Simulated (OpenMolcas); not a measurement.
**BGeH3Cl2 (SMILES Cl[B](Cl)[GeH3]): the vertical energy of the triplet above the singlet, rung by rung**

BGeH3Cl2 has 7 atoms, charge 0, and is taken as a singlet. As SMILES, `Cl[B](Cl)[GeH3]`. The coordinates come from a PBE0-D4/def2-TZVP relaxation.

Each level gives the vertical energy of the triplet above the singlet (eV). The values are calculated.

```tsv
level	kind	program	value (eV)	CPU time (all runs)
HF/cc-pVDZ	Hartree–Fock	OpenMolcas	4.20	32 s
SVWN5/cc-pVDZ	LDA	OpenMolcas	3.96	73 s
revPBE/cc-pVDZ	GGA	OpenMolcas	3.85	1.8 min
M06-L/cc-pVDZ	meta-GGA	OpenMolcas	4.00	3 min
TPSS/cc-pVDZ	meta-GGA	OpenMolcas	3.89	3 min
r2SCAN/cc-pVDZ	meta-GGA	OpenMolcas	3.88	2.6 min
B3LYP/cc-pVDZ	global hybrid	OpenMolcas	4.10	2.1 min
M06-2X/cc-pVDZ	hybrid meta-GGA	OpenMolcas	4.19	2.6 min
```

All-electron rows without a relativistic Hamiltonian named are non-relativistic. The values span 3.85 to 4.20 eV. The upper state's dipole differs much between rows, so they may not all be the same state. CPU times are rough (shared hosts, several kinds of processor and program).
